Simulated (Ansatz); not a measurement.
System: ReF2 (charge 0, quartet). The spin state was set by rule; other spins were not relaxed. 
Structure (B3LYP-D3(BJ)/def2-TZVP (Ansatz, a first-principles code) minimum search):
SMILES: [F][Re][F]
```xyz
3

Re     0.0000     0.0000     0.0000
F      0.0000     0.0000    -1.8569
F      0.0000     0.0000     1.8569
```
Charge 0, spin multiplicity 4.

Property: atomisation energy (electronic, to ground-state atoms), in kJ/mol. Cores are frozen in the correlated levels unless marked. Open shells are spin-unrestricted. Spin-orbit coupling is left out. Frozen are the shells of the preceding noble gas and the d and f shells that filled before the atom's block. In def2 rows, elements after Kr have scalar-relativistic effective core potentials. The coupled-cluster limit lacks core correlation, which all-electron functionals hold. Basis-set limits of correlation are two-point, X^-3; Hartree-Fock from the larger set. [CCSD(T)-MP2]/basis is that difference in the basis named.

```json
[
 {"level": "HF/def2-TZVPP", "program": "Ansatz", "atomisation energy (kJ/mol)": "489.5", "minus last row": "-391.1"},
 {"level": "HF/def2-QZVPP", "program": "Ansatz", "atomisation energy (kJ/mol)": "495.1", "minus last row": "-385.5"},
 {"level": "HF/def2-QZVPPD", "program": "Ansatz", "atomisation energy (kJ/mol)": "495.4", "minus last row": "-385.2"},
 {"level": "revPBE-D3(BJ)/def2-TZVPD", "program": "Ansatz + dftd3", "atomisation energy (kJ/mol)": "927.2", "minus last row": "46.6"},
 {"level": "revPBE/def2-TZVPD", "program": "Ansatz", "atomisation energy (kJ/mol)": "920.7", "minus last row": "40.1"},
 {"level": "B3LYP/def2-TZVPD", "program": "Ansatz", "atomisation energy (kJ/mol)": "897.3", "minus last row": "16.7"},
 {"level": "PBE0-D3(BJ)/def2-TZVP", "program": "Ansatz + dftd3", "atomisation energy (kJ/mol)": "880.6", "minus last row": "0.0"},
 {"level": "PBE0-D3(BJ)/def2-TZVPD", "program": "Ansatz + dftd3", "atomisation energy (kJ/mol)": "883.4", "minus last row": "2.8"},
 {"level": "PBE0/def2-QZVPP", "program": "Ansatz", "atomisation energy (kJ/mol)": "893.6", "minus last row": "13.0"},
 {"level": "BHLYP-D4/def2-TZVPD", "program": "Ansatz + dftd4", "atomisation energy (kJ/mol)": "799.3", "minus last row": "-81.3"},
 {"level": "LC-wPBE-D4/def2-TZVPD", "program": "Ansatz + dftd4", "atomisation energy (kJ/mol)": "938.8", "minus last row": "58.2"},
 {"level": "MP2/def2-TZVPP", "program": "Ansatz", "atomisation energy (kJ/mol)": "874.7", "minus last row": "-5.9"},
 {"level": "RI-MP2/def2-TZVPPD", "program": "Ansatz", "atomisation energy (kJ/mol)": "884.1", "minus last row": "3.5"},
 {"level": "RI-MP2/CBS(def2-TZVPP,def2-QZVPP)+[CCSD(T)-MP2]/def2-TZVPP", "program": "Ansatz", "atomisation energy (kJ/mol)": "882.7", "minus last row": "2.1"},
 {"level": "RI-MP2/CBS(def2-TZVPPD,def2-QZVPPD)+[CCSD(T)-MP2]/def2-TZVPPD", "program": "Ansatz", "atomisation energy (kJ/mol)": "880.6", "minus last row": "0.0"}
]
```

The UHF reference is spin-contaminated (<S^2> 0.64 over the pure value in the largest basis).
